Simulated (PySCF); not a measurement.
A species of formula [C6H7O3S]- has this rotational fingerprint, computed with PBE0-D3(BJ)/def2-SVP geometry optimisation, gas phase (PySCF):

```
Rotational constants                         : A = 1744, B = 1111, C = 889.6 MHz
Dipole components (about the centre of mass) : |μa| = 3.78 D, |μb| = 4.49 D, |μc| = 0.02 D
Inertial defect                              : -176.34 u·Å²
κ                                            : -0.48
```

Task: Which structure is it? (One computed conformer of each.)
A. `[CH2:1]=[CH:2]/[CH:3]=[C:4](/[CH:5]=[CH2:6])[S:7](=[O:8])(=[O:9])[O-:10]` (charge -1) with C1–C2–C3–C4 180°, C3–C4–C5–C6 176°, C3–C4–S7–O8 121°
B. `[CH:1]#[C:2][C@@H:3]1[CH2:4][C@:5]1([CH3:6])[S:7](=[O:8])(=[O:9])[O-:10]` (charge -1) with C4–C5–S7–O8 92°

Result: B. It is C#C[C@@H]1C[C@]1(C)S(=O)(=O)[O-], an asymmetric top, point group C1. The candidates at the same level (rigid rotor, commonest isotopes):

| SMILES | A (MHz) | B (MHz) | C (MHz) | μa (D) | μb (D) | μc (D) | Δ (u·Å²) | point group | rotor |
| --- | --- | --- | --- | --- | --- | --- | --- | --- | --- |
| C=C/C=C(/C=C)S(=O)(=O)[O-] | 1754 | 938.0 | 694.0 | 2.90 | 4.40 | 0.01 | -98.64 | near Cs | asymmetric top |
| C#C[C@@H]1C[C@]1(C)S(=O)(=O)[O-] | 1744 | 1111 | 889.6 | 3.78 | 4.49 | 0.02 | -176.34 | C1 | asymmetric top |

`C=C/C=C(/C=C)S(=O)(=O)[O-]` has C 22 % too low. No structure here is proved a minimum.
